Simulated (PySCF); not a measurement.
1-ethenyl-1-fluorocyclopropane (C5H7F), SMILES C=CC1(F)CC1.

The structure is a stationary point at PBE0-D3(BJ)/def2-SVP. Other conformers were not sampled.

Vertical ionisation energy (IE) and electron affinity (EA) in eV. Rows of orbital energies are one-electron estimates. Where ΔSCF, EOM or ADC give a negative EA the extra electron is unbound and the value depends on the basis.

| level | IE | EA |
|---|---|---|
| −ε(HOMO), −ε(LUMO), r2SCAN/def2-TZVP (PySCF) | (withheld) | (withheld) |
| −ε(HOMO), −ε(LUMO), PBE/def2-TZVP (PySCF) | 5.94 | 0.86 |

Task: Some entries are withheld; supply them. (An estimate is asked for; the answer gives what the named calculation found.)

Result: 
- −ε(HOMO), −ε(LUMO), r2SCAN/def2-TZVP (PySCF), IE: 6.12
- −ε(HOMO), −ε(LUMO), r2SCAN/def2-TZVP (PySCF), EA: 0.62
